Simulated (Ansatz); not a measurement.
Mulliken charges of CH5ClFGeN (`[CH3][Ge]([NH2])([F])[Cl]`) from ωB97M-V/def2-TZVPP in Ansatz (PBE0-D4/def2-TZVP geometry).

```
atom   x (Å)   y (Å)   z (Å)  charge (e)
  C1  -1.451  -0.454  -0.008      -0.414
 Ge2   0.293   0.245  -0.416       0.779
  N3   1.584  -0.215   0.766      -0.351
  F4   0.861  -0.391  -1.923      -0.371
 Cl5   0.157   2.371  -0.765      -0.298
  H6  -1.807  -0.036   0.934       0.133
  H7  -1.393  -1.540   0.073       0.146
  H8  -2.144  -0.180  -0.803       0.143
  H9   2.521  -0.006   0.447       0.123
 H10   1.462   0.156   1.698       0.110
```

By hand: the dipole of these point charges (1 e Å = 4.8032 D).

Σ q r = (-0.373, -0.346, 0.614) e Å, of length 0.797 e Å = 3.83 D.

How does the dipole of the full density compare? (Best estimate.)

The calculation gave: (-0.154, -0.127, 0.557) e Å, 2.84 D; the point charges give 1.35 times that, at 20° from its direction.

Point charges leave out the atoms' own dipoles, such as those of lone pairs, and Mulliken's split depends on the basis, so the two needn't agree.
